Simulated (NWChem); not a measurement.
System meant: CoHOF, quartet; SMILES [OH][Co][F]

The following NWChem deck was run.

```
start job
memory heap 200 mb stack 900 mb global 1100 mb
geometry units angstroms noautoz
  Co     0.051733    -0.032127    -0.000001
  F     -0.078111     1.682870     0.000001
  O      0.205330    -1.754977    -0.000000
  H     -0.436493    -2.466576     0.000000
end
basis spherical
  Co library def2-svp
  F library def2-svp
  O library def2-svp
  H library def2-svp
end
dft
  odft
  mult 4
  xc pbe0
  iterations 4
  mulliken
end
task dft energy
```

End of the output:

```
     --------------------------
     Expectation value of S2:
     --------------------------
      <S2> =      3.7555 (Exact =     3.7500)

 center of mass
 --------------
 x =   0.01355209 y =   0.08332870 z =   0.00000000

 moments of inertia (a.u.)
 ------------------
         391.892969801983           0.000000000000           0.000000000000
           0.000000000000           1.613789172115           0.000000000000
           0.000000000000           0.000000000000         393.506758974098

     Multipole analysis of the density
     ---------------------------------

     L   x y z        total         alpha         beta         nuclear
     -   - - -        -----         -----         ----         -------
     0   0 0 0     -0.000000    -24.000000    -21.000000     45.000000

     1   1 0 0     -0.468945     -0.247257     -0.221688      0.000000
     1   0 1 0     -0.694819     -0.301000     -0.393818      0.000000
     1   0 0 1      0.000000      0.000000      0.000000      0.000000

     2   2 0 0    -15.811772     -9.524517     -7.823838      1.536583
     2   1 1 0      2.519695     -0.101743     -0.136400      2.757838
     2   1 0 1     -0.000000      0.000000     -0.000000      0.000000
     2   0 2 0    -21.953229   -113.986148   -108.925330    200.958250
     2   0 1 1     -0.000000     -0.000000     -0.000000      0.000000
     2   0 0 2    -16.556774     -9.145694     -7.411080      0.000000

 ------------------------------------------------------------------------
 dft energy failed                                                                                  0
 ------------------------------------------------------------------------
 ------------------------------------------------------------------------
  current input line :
    22: task dft energy
 ------------------------------------------------------------------------
 ------------------------------------------------------------------------
 This type of error is most commonly associated with calculations not reaching convergence criteria
 ------------------------------------------------------------------------
 For more information see the NWChem manual at https://nwchemgit.github.io

0:dft energy failed:Received an Error in Communication
```

Problem. Find the fault in this run and fix the input.

Solution. Convergence was not reached. Cause: the SCF was allowed too few iterations. This input runs:
```
start job
memory heap 200 mb stack 900 mb global 1100 mb
geometry units angstroms noautoz
  Co     0.051733    -0.032127    -0.000001
  F     -0.078111     1.682870     0.000001
  O      0.205330    -1.754977    -0.000000
  H     -0.436493    -2.466576     0.000000
end
basis spherical
  * library def2-svp
end
dft
  odft
  mult 4
  xc pbe0
  iterations 150
  mulliken
end
task dft energy
```
It converges to -1557.72827 Ha (PBE0/def2-SVP, spin-unrestricted).
